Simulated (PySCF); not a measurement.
Compound: C₄H₅BCl₂.
Atom-mapped SMILES: `[CH2:1]=[C:2]=[CH:3][CH2:4][B:5]([Cl:6])[Cl:7]` (hydrogens: H8, H9 on C1; H10 on C3; H11, H12 on C4)

Computed by this run: PBE0-D3(BJ)/def2-SVP geometry optimisation, gas phase in PySCF 2.14.0; density fitting, grid level 1; the optimiser is geomeTRIC in internal coordinates, started from a GFN2-xTB structure with every atom displaced at random (about 0.01 Å).

Step 0: E = -29926.3840 eV
```
atom  x, y, z in Å  |  force x, y, z in eV/Å
C1      2.4499    0.0744    0.0437   -1.390   1.968   0.973
C2      1.3126   -0.3767    0.5015    0.425  -0.079   0.031
C3      0.1821   -0.8586    0.9426    0.710   0.061   0.585
C4     -1.0400   -0.9403    0.1347   -1.905  -0.119   0.790
B5     -2.1335    0.1482    0.5939    1.112  -0.775  -0.355
Cl6    -3.7226   -0.2769    1.0943   -0.752  -0.327   0.172
Cl7    -1.6829    1.8121    0.6456    0.204   0.712  -0.037
H8      2.6923    1.1522    0.1172   -0.107  -0.329   0.004
H9      3.1612   -0.5261   -0.4167    1.528  -1.470  -0.989
H10     0.1287   -1.2085    1.9828    0.043   0.040  -0.012
H11    -0.8208   -0.7853   -0.9027    0.216   0.242  -1.086
H12    -1.4701   -1.9530    0.2303   -0.085   0.077  -0.075
```

Step 1: E = -29926.5309 eV
```
atom  x, y, z in Å  |  force x, y, z in eV/Å
C1      2.4502    0.1262    0.0595    0.502  -0.510  -0.259
C2      1.3292   -0.3805    0.4974   -0.114   0.071   0.007
C3      0.1994   -0.8780    0.9332   -0.166  -0.102  -0.067
C4     -1.0936   -0.9604    0.1486    0.454  -0.083  -0.169
B5     -2.0985    0.1452    0.5966   -0.497   0.196   0.100
Cl6    -3.7355   -0.2735    1.1236    0.328   0.116  -0.092
Cl7    -1.6479    1.8426    0.5725   -0.045  -0.186   0.013
H8      2.6934    1.1833    0.1783   -0.016   0.150   0.004
H9      3.2117   -0.5204   -0.4290   -0.359   0.337   0.210
H10     0.1660   -1.2527    1.9635    0.015   0.002   0.046
H11    -0.8802   -0.8098   -0.9301   -0.052   0.034   0.183
H12    -1.5374   -1.9606    0.2529   -0.050  -0.024   0.023
```

Q: Estimate the geometry and energy of step 2. (The exact step hangs on the optimiser's Hessian estimate; all steps are aligned on step 1, rigid shifts and turns removed.)

A: E = -29926.5422 eV, largest force 0.164 eV/Å
```
atom  x, y, z in Å  |  force x, y, z in eV/Å
C1      2.4365    0.1202    0.0502    0.051  -0.047  -0.031
C2      1.3224   -0.3905    0.5058    0.077  -0.024   0.079
C3      0.2016   -0.8960    0.9572   -0.053   0.004  -0.130
C4     -1.0759   -0.9658    0.1545    0.020  -0.052   0.064
B5     -2.0950    0.1467    0.5897   -0.154   0.026   0.049
Cl6    -3.7365   -0.2392    1.0903    0.125  -0.021  -0.048
Cl7    -1.6252    1.8328    0.5877    0.028  -0.005  -0.015
H8      2.6455    1.1900    0.1607    0.029  -0.002  -0.022
H9      3.1925   -0.5014   -0.4494   -0.081   0.076   0.050
H10     0.1686   -1.2686    1.9897    0.005   0.024  -0.021
H11    -0.8472   -0.8026   -0.9139   -0.015   0.021   0.029
H12    -1.5306   -1.9640    0.2445   -0.032   0.000  -0.004
```

The energy changes by -0.0113 eV. The first-order estimate −F·Δx gives -0.0246 eV and the mean of the old and new forces, exact on a quadratic surface, -0.0115 eV. The step makes an angle of 80° with the force vector and moves no atom by more than 0.051 Å.

The cost below is that of the whole optimisation. Time: 39 s wall; peak memory 0.51 GiB. Hardware: one thread of an Arm Neoverse V2, no GPU, shared host with 192 logical CPUs at a one-minute load of 64.
